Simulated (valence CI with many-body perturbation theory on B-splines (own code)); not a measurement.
**Ge18+: what the settings do**

Computed by valence CI with perturbative core correlation (CI+MBPT): four valence electrons over a frozen Dirac-Fock core [Ne], radial functions for each j: 6 s, 6 p, 5 d, 3 f, 1 g, with the one-electron correlation potential Σ1 (screened to all orders), the two-electron term Σ2, the three-electron term Σ3, Breit, model QED; selected single and double excitations, second order for the rest (own B-spline code, finite nucleus).

No measured levels were compared; by estimate levels of excited configurations hold to 0.05 to 0.15 % of their energy, terms of the ground configuration to about 0.5 %.

The reference run has the lowest level 3s²3p² ³P_0 and an ionisation energy of 704.537 eV. Its largest variational space holds 9999 state functions.

Names give the largest LS component (configuration and term), which can be under half, so a name can repeat, a term be missing and a line seem to break the LS rules; names also repeat where a configuration has a term twice.

Changed runs:
A. size limit of the variational space 10000 → 1500
B. scale of Σ1 1 → 0.8
C. Breit term on → off; orbitals per symmetry with explicit Σ2 and valence Breit (the others get mean screening factors) 5 → 2
D. correlating orbitals by l 3 3 3 2 1 → 2 2 1 1 0; natural orbitals for correlation on → off (bad on purpose)

Excitation energies of the reference run in cm⁻¹, and shifts in cm⁻¹:

```
                 Level  Reference     A       B       C       D
           3s²3p² ³P_1      34035  -0.3     -29    +964    -200
           3s²3p² ³P_2      53482  -3.4     -36   +1329    +149
           3s²3p² ¹D_2     108872  -2.2     -63   +2076    +705
           3s²3p² ¹S_0     168509  -0.7     -64   +1860   +1552
           3s3p³ ⁵S°_2     349050  -1.0    +159    +642   -2036
           3s3p³ ³D°_1     444343  -4.8    +154    +537    -181
           3s3p³ ³D°_2     446249  -7.3    +149    +745    -247
           3s3p³ ³D°_3     459447  -7.1    +136   +1457    -315
           3s3p³ ³P°_0     512151  +0.6    +133    +959    +485
           3s3p³ ³P°_1     516235  -6.9    +129   +1271    +399
           3s3p³ ³P°_2     518019   -10    +129   +1484    +231
           3s3p³ ¹D°_2     564020   -11    +117   +2236    +227
Ionisation energy (eV)    704.537     0  -0.152  +0.372  -0.211
```
